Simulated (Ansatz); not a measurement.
A run on C$_{4}$H$_{2}$F$_{2}$Sn (`C#[C][Sn]([F])([F])[C]#C`) with other settings.

```yaml
crystal:
  periodic: [false, false, false]
  atoms:
    - {symbol: C, position_ang: [1.164273, -2.663189, -0.081956]}
    - {symbol: C, position_ang: [0.800779, -1.543938, -0.335649]}
    - {symbol: Sn, position_ang: [0.177610, 0.358157, -0.749755]}
    - {symbol: F, position_ang: [-0.866871, 0.322928, -2.333232]}
    - {symbol: F, position_ang: [1.689177, 1.398421, -1.231900]}
    - {symbol: C, position_ang: [-0.864982, 1.354819, 0.698521]}
    - {symbol: C, position_ang: [-1.477681, 1.933381, 1.558225]}
    - {symbol: H, position_ang: [1.487299, -3.655328, 0.140343]}
    - {symbol: H, position_ang: [-2.021003, 2.448349, 2.318304]}
basis:
  gaussian: {orbitals: def2-SVP, point_charges: [{charge: -1.00, position_ang: [4.768, -0.468, -0.377]}]}
magnetization: {spin_polarized: true, initial_magnetization: 2}
hamiltonian: {xc: {name: r2SCAN0}}
output: {forces: true}
```

```sh
$ ansatz run in.yaml --threads 4 --pin off --events-out ev --progress --plain --max-ram 11315MiB
```

Shortened log:

```
Functional definition: r2SCAN0
1280 factors; integrals over basis functions are off by at most 1.2e-3 eV
mean field evaluation 1: about -15411.5183 eV, gradient 4.8e1 eV
mean field evaluation 2: about -15289.5633 eV, gradient 1.2e2 eV
mean field evaluation 4: about -15413.6252 eV, gradient 3.3e1 eV
mean field evaluation 8: about -15424.6600 eV, gradient 5.1e0 eV
mean field evaluation 16: about -15425.2297 eV, gradient 1.3e-1 eV
mean field evaluation 32: about -15425.2302 eV, gradient 9.1e-3 eV
mean field -15425.23019866 eV, -566.8667542042 hartree, gradient 2.7e-8 eV, S^2 2.010039; 2 other end points of the search recorded, 0 dependent functions left out
reference -15425.23021052 eV, -566.8667546399 hartree; 34, 32 occupied and 86, 88 virtual orbitals, 1280 factors
Total energy: -15425.23021052 eV, -566.8667546399 hartree
Atom 0 at     1.164273    -2.663189    -0.081956 Å, force     0.072405    -0.463702     0.100572 eV/Å
Atom 1 at     0.800779    -1.543938    -0.335649 Å, force    -0.524975     0.539546    -0.017693 eV/Å
Atom 2 at     0.177610     0.358157    -0.749755 Å, force     0.967823    -0.464780     0.719210 eV/Å
Atom 3 at    -0.866871     0.322928    -2.333232 Å, force    -0.472986     0.101769    -0.751846 eV/Å
Atom 4 at     1.689177     1.398421    -1.231900 Å, force    -0.127061     0.482750    -0.312004 eV/Å
Atom 5 at    -0.864982     1.354819     0.698521 Å, force     6.279105    -5.969961    -8.679185 eV/Å
Atom 6 at    -1.477681     1.933381     1.558225 Å, force    -6.335972     5.970557     8.798000 eV/Å
Atom 7 at     1.487299    -3.655328     0.140343 Å, force     0.170666    -0.123847     0.022537 eV/Å
Atom 8 at    -2.021003     2.448349     2.318304 Å, force    -0.036616     0.025785     0.046478 eV/Å
Dipole moment:     0.016414    -0.296143     0.806905 e Å
```

It took 11 s on 4 threads of an AMD EPYC 9R45 on a shared host, with 0.56 GiB of host memory at the peak.
